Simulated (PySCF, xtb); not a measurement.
CdCl, SMILES [Cl][Cd] (connectivity only; charge and spin as stated), neutral, multiplicity 2.

Harmonic wavenumbers (cm⁻¹) from GFN2-xTB (xtb 6.7.1) at its own minimum, in rising order: 229.

Q: What does PBE-D3(BJ)/def2-TZVPD (PySCF 2.14.0) give at its own minimum? (The exact figures need the calculation; the answer reports its results.)

A: 284. Paired by order, the mean absolute difference is 56 cm⁻¹ and the zero-point energies are 0.3 and 0.4 kcal/mol.
